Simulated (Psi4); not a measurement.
Conformational energy of SMILES [SiH3][SiH2]CBr (CH7BrSi2). Scanned: dihedral Si1–Si2–C3–Br4; all other coordinates were relaxed at B3LYP-D3(BJ)/def2-SVP. Points at φ and −φ are mirror images. Heavy atoms are numbered in the order of the SMILES [SiH3][SiH2]CBr, hydrogens after them in the order of the atoms that carry them; the mirror image has the same energies with the sign of each dihedral reversed.

Levels of theory: PBE/def2-TZVP // B3LYP-D3(BJ)/def2-SVP (Psi4); PBE-D3(BJ)/def2-TZVP // B3LYP-D3(BJ)/def2-SVP (Psi4); wB97X-D/def2-TZVP // B3LYP-D3(BJ)/def2-SVP (Psi4); MP2/cc-pVTZ = DF-MP2 (frozen core)/cc-pVTZ // B3LYP-D3(BJ)/def2-SVP (Psi4).

Energies relative to the lowest point of each profile, in kcal/mol; the last columns give the difference from MP2:

| φ / ° | PBE/def2-TZVP | PBE-D3(BJ)/def2-TZVP | wB97X-D/def2-TZVP | MP2/cc-pVTZ | PBE/def2-TZVP − MP2/cc-pVTZ | PBE-D3(BJ)/def2-TZVP − MP2/cc-pVTZ | wB97X-D/def2-TZVP − MP2/cc-pVTZ |
|---|---|---|---|---|---|---|---|
| -150 | 1.1 | 1.3 | 1.4 | 1.8 | -0.7 | -0.5 | -0.4 |
| -120 | 2.3 | 2.5 | 2.6 | 3.1 | -0.8 | -0.6 | -0.5 |
| -90 | 1.2 | 1.3 | 1.2 | 1.5 | -0.3 | -0.3 | -0.3 |
| -60 | 0.1 | 0.0 | 0.0 | 0.0 | 0.1 | 0.0 | 0.0 |
| -30 | 0.9 | 0.8 | 1.0 | 1.0 | -0.1 | -0.2 | 0.0 |
| 0 | 1.9 | 1.7 | 2.0 | 2.2 | -0.3 | -0.4 | -0.2 |
| 30 | 0.9 | 0.8 | 1.0 | 1.0 | -0.1 | -0.2 | 0.0 |
| 60 | 0.1 | 0.0 | 0.0 | 0.0 | 0.1 | 0.0 | 0.0 |
| 90 | 1.2 | 1.3 | 1.2 | 1.5 | -0.3 | -0.3 | -0.3 |
| 120 | 2.3 | 2.5 | 2.6 | 3.1 | -0.8 | -0.6 | -0.5 |
| 150 | 1.1 | 1.3 | 1.4 | 1.8 | -0.7 | -0.5 | -0.4 |
| 180 | 0.0 | 0.2 | 0.3 | 0.5 | -0.5 | -0.3 | -0.2 |

PBE/def2-TZVP is furthest from MP2/cc-pVTZ at -120 (-0.8 kcal/mol, below); its mean absolute difference over the points is 0.4 kcal/mol.

PBE-D3(BJ)/def2-TZVP is furthest from MP2/cc-pVTZ at -120 (-0.6 kcal/mol, below); its mean absolute difference over the points is 0.3 kcal/mol.

wB97X-D/def2-TZVP is furthest from MP2/cc-pVTZ at -120 (-0.5 kcal/mol, below); its mean absolute difference over the points is 0.2 kcal/mol.
